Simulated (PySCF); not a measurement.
PySCF input for BiF2Br, SMILES [F][Bi]([F])[Br], IEF-PCM-M06-2X/def2-SVP. Coordinates come from a PBE-D3(BJ)/def2-SVP optimisation. The def2 effective core potentials stand for the cores of Bi; spin–orbit coupling is left out.

```python
import numpy as np
from pyscf import gto, scf, dft
from pyscf.solvent import pcm

mol = gto.M(
    atom='''
    Bi   -0.60107268   -0.26220516    0.00000000
    F    -1.11637583    1.00910580    1.52112856
    F    -1.11637583    1.00910580   -1.52112856
    Br    1.99953707    0.10283212   -0.00000000
    ''',
    basis='def2-SVP',
    ecp={'Bi': 'def2-svp'},
    charge=0,
    spin=0,
    max_memory=1600,
    verbose=3,
)
mf = dft.RKS(mol, xc='m06-2x').density_fit(auxbasis='def2-universal-jkfit')
mf.grids.level = 4
mf.conv_tol = 1e-9
mf.max_cycle = 100
mf.kernel()
res = {}
for name, eps in {'water': 78.355, 'ethylethanoate': 5.9867, 'dimethylsulfoxide': 46.826}.items():
    s = mf.PCM()
    s.with_solvent.method, s.with_solvent.eps, s.with_solvent.lebedev_order = 'IEF-PCM', eps, 29
    s.kernel(mf.make_rdm1())
    res[name] = (s.e_tot, eps, s.dip_moment(), s.mo_energy, s.converged)
    print(f'{name}: electrostatic solvation free energy {(s.e_tot - mf.e_tot) * 627.509474:.3f} kcal/mol')
```

Output:

```
converged SCF energy = -2987.91398635178

WARN: PCM is an experimental feature. It is still in testing.
Features and APIs may be changed in the future.

converged SCF energy = -2987.93676652866
Dipole moment(X, Y, Z, Debye): -2.24626, -6.18656,  0.00000
water: electrostatic solvation free energy -14.295 kcal/mol

WARN: PCM is an experimental feature. It is still in testing.
Features and APIs may be changed in the future.

converged SCF energy = -2987.93124532458
Dipole moment(X, Y, Z, Debye): -2.01985, -5.85386,  0.00000
ethylethanoate: electrostatic solvation free energy -10.830 kcal/mol

WARN: PCM is an experimental feature. It is still in testing.
Features and APIs may be changed in the future.

converged SCF energy = -2987.93642515417
Dipole moment(X, Y, Z, Debye): -2.23208, -6.16571,  0.00000
dimethylsulfoxide: electrostatic solvation free energy -14.081 kcal/mol
```

The run converged.
